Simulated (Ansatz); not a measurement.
`[CH3][K]` + `CO[SiH2]Cl` → `[Cl][K]` + `CO[SiH2]C` at 298.15 K and 1 bar (redistribution).

Gas-phase electronic energies from Ansatz, PBE0-D4/def2-TZVP geometries. CCSD(T)/CBS is the MP2 limit (def2-TZVPP, def2-QZVPP) plus CCSD(T) − MP2 in def2-TZVPP, frozen cores. For K outer-core shells are correlated without core-valence functions, which leaves a few kJ/mol of doubt a bond. Scalar relativity is left out up to krypton. Each species was taken in one conformer, which may not be the lowest.

```tsv
species	CCSD(T)/CBS energy (Eh)	H − E (kJ/mol)	S (J/(mol·K))
`[CH3][K]`	-639.25569	96.6	256.1
`CO[SiH2]Cl`	-865.17164	180.0	329.9
`[Cl][K]`	-1059.29673	11.5	239.0
`CO[SiH2]C`	-445.20896	272.6	336.3
```

H − E and S are ideal-gas, rigid-rotor, harmonic terms from PBE0-D4/def2-TZVP, for one conformer and one mirror image of each species. 1 Eh = 2625.50 kJ/mol, R = 8.31446 J/(mol·K).

Problem. By hand: ΔE, ΔH, ΔS and ΔG.

Solution. ΔE = (-1059.29673) + (-445.20896) − (-639.25569) − (-865.17164) = -0.07836 Eh = -205.7 kJ/mol. Δ(H − E) = 11.5 + 272.6 − 96.6 − 180.0 = 7.5, so ΔH = -198.2 kJ/mol. ΔS = 239.0 + 336.3 − 256.1 − 329.9 = -10.7 J/(mol·K). ΔG = -198.2 − 298.15 × (-10.7)/1000 = -195.0 kJ/mol.

Problem. By hand: the equilibrium constant, and the temperature at which ΔG would vanish if ΔH and ΔS stayed fixed.

Solution. log₁₀ K = −ΔG/(RT ln 10) = 34.2. ΔG = 0 at ΔH/ΔS = 18523 K, far beyond where these terms or the molecules hold.

The number of gas molecules stays the same, so ΔS is small and ΔH decides. A doubt of 5 kJ/mol in ΔE shifts log₁₀ K by 0.9 here. Other conformers and mirror images would add mixing entropy, several J/(mol·K) or more a flexible species. These are equilibria of isolated gas molecules and say nothing of rates. Largest T1 diagnostic: 0.017 (customary marks: 0.02 for closed shells, 0.045 for open ones).
